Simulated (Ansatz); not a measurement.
```yaml
crystal:
  periodic: [false, false, false]
  atoms:
    - {symbol: C, position_ang: [-1.641318, 0.676246, -0.178839]}
    - {symbol: Ge, position_ang: [0.257850, 0.535924, -0.143303]}
    - {symbol: C, position_ang: [1.160296, 0.247557, 1.669617]}
    - {symbol: C, position_ang: [0.790618, -1.458049, -1.167948]}
    - {symbol: Br, position_ang: [0.984804, 2.106710, -1.497943]}
    - {symbol: H, position_ang: [-1.694304, 1.587359, 0.448621]}
    - {symbol: H, position_ang: [-2.370508, 0.079852, 0.586694]}
    - {symbol: H, position_ang: [-2.388616, 0.693542, -1.075691]}
    - {symbol: H, position_ang: [0.726695, 1.164540, 2.055172]}
    - {symbol: H, position_ang: [1.935520, 0.053143, 1.442405]}
    - {symbol: H, position_ang: [0.763010, -0.495487, 2.095470]}
    - {symbol: H, position_ang: [-0.157976, -2.036800, -0.964819]}
    - {symbol: H, position_ang: [1.566289, -1.657969, -1.388628]}
    - {symbol: H, position_ang: [-0.131064, -1.181040, -2.115957]}
basis:
  gaussian: {orbitals: def2-mTZVP}
magnetization: {spin_polarized: true, initial_magnetization: 0}
hamiltonian: {xc: {name: HF}}
correlation: {method: mp2, frozen_orbitals: {C: 9}}
output: {forces: true}
```

```sh
$ ansatz run in.yaml --threads 2 --pin off --events-out ev --progress --plain --max-ram 32768MiB --backend cpu
```

Shortened log:

```
Functional definition: HF
Error: "frozen_orbitals" has no count for Ge
```

Task: Something in this input is off. What?

Result: Frozen orbitals are typed for one element alone, and the program wants a count for each. The input was rejected before any iteration.
